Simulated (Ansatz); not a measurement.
Consider the redistribution: `CB(O[SiH3])O[SiH3]` + `[CH3][Al]([OH])[OH]` → `[SiH3]OBO[SiH3]` + `C[O][Al]([CH3])[OH]`.

Gas-phase electronic energies from Ansatz, PBE0-D4/def2-TZVP geometries. CBS: MP2 limit from def2 TZ/QZ plus the TZ coupled-cluster correction, frozen cores. Functionals use def2-TZVPP. Each species was taken in one conformer, which may not be the lowest.

```json
{"level": "PBE-D4", "ΔE (kcal/mol)": "23.5"}
{"level": "HF/def2-TZVPP", "ΔE (kcal/mol)": "19.4"}
```

(1) What does CCSD(T)/CBS give? (An estimate is asked.)

Largest T1 diagnostic among the species: 0.013.

Answers

(1) Ansatz gave: +24.1 kcal/mol. The listed levels differ from it by -0.6, -4.7 kcal/mol.

The D4 term adds +1.5 kcal/mol with B3LYP and +0.9 kcal/mol with PBE0; it sums over pairs of atoms, weighted by their polarisabilities, and B3LYP, whose exchange is more repulsive, gets the larger term. In def2-TZVPP, CCSD(T) changes the Hartree–Fock value by +3.6 kcal/mol (the triples alone add +0.2 kcal/mol) and MP2 by +4.8 kcal/mol.

B3LYP here is the variant with VWN-RPA as its local correlation; programs differ in this.
